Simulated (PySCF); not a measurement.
S⁺ (sulfur, charge +1): UHF calculation

Configuration: [Ne] 3s2 3p3, high-spin 4S determinant. All numbers are calculated (PySCF 2.14, the non-relativistic Hamiltonian (point nucleus), in aug-cc-pV(Q+d)Z with one added diffuse shell each of s, p, d, f, g type (8s7p6d4f3g, 114 functions)).

* Total energy: -397.173222 hartree
* One-electron energy: -542.9323 hartree
* Hartree (Coulomb) energy: 170.5503 hartree
* Exchange energy: -24.7912 hartree
* Kinetic energy: 397.15265 hartree
* ⟨S²⟩: 3.7509
* ⟨L²⟩: 0.000
* Sum of ⟨r⟩: 12.75 bohr
* Sum of ⟨r²⟩: 20.74 bohr²
* Density at the nucleus (Gaussians lack the cusp): 2640 bohr⁻³
* Spin density at the nucleus: 0.0948 bohr⁻³
* Langevin diamagnetic susceptibility: -16.4 ×10⁻⁶ cm³/mol

| shell | electrons | mean orbital energy (hartree) | rms radius, mean of both spins (bohr) |
| --- | --- | --- | --- |
| 1s α | 1 | -92.44937 | 0.113 |
| 1s β | 1 | -92.41889 | 0.113 |
| 2s α | 1 | -9.44370 | 0.518 |
| 2s β | 1 | -9.41142 | 0.518 |
| 2p α | 3 | -7.13283 | 0.492 |
| 2p β | 3 | -7.07496 | 0.492 |
| 3s α | 1 | -1.41242 | 1.79 |
| 3s β | 1 | -1.06788 | 1.79 |
| 3p α | 3 | -0.86237 | 2.03 |

Spin-orbit constants ζ (cm⁻¹) from the X2C one-electron operator on these orbitals (non-relativistic here): bare nucleus, nucleus screened by l(l+1)(2l+1)/3 electrons, and screened by the Breit-Pauli mean field of the electrons.

| shell | bare | screened nucleus | mean field |
| --- | --- | --- | --- |
| 2p | 7382 | 6459 | 6038 |
| 3p | 531.6 | 465.2 | 428.7 |
